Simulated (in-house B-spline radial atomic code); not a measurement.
A fraction x of an electron is moved 4p → 5d in I2+, starting from [Kr] 4d10 5s2 5p3 and keeping the highest spin. Method: scalar-relativistic (X2C) BHandHLYP, spin-polarised, spherical fractional occupations, Fermi nucleus of rms radius 4.75 fm. Calculated with an all-electron radial atomic-structure program (B-spline basis).

Caution: exact exchange at fractional occupations of open shells leaves self-interaction of up to several eV.

```csv
x,E(x) - E(0) (eV),4p down level (eV),5d up level (eV)
0,0.0000,-160.005,-
0.125,18.8125,-160.800,-10.063
0.25,?,?,?
0.375,56.6117,-162.340,-10.692
0.5,?,?,?
0.625,94.6310,-163.813,-11.315
0.75,113.7186,-164.525,-11.625
0.875,132.8555,-165.222,-11.934
1,152.0401,-165.905,-12.242
```

(1) What belongs in the row x = 0.25?

(2) What belongs in the row x = 0.5?

(3) Check Janak's theorem between x = 0.625 and 0.75.

## Answers

(1) An energy change of 37.6836 eV; 4p down at -161.578 eV, 5d up at -10.379 eV.

(2) An energy change of 75.5948 eV; 4p down at -163.084 eV, 5d up at -11.004 eV.

(3) The slope of the energy is 152.70 eV; the orbital levels give 152.70 eV (ε of the receiving orbital less ε of the emptying one, averaged over the two points).
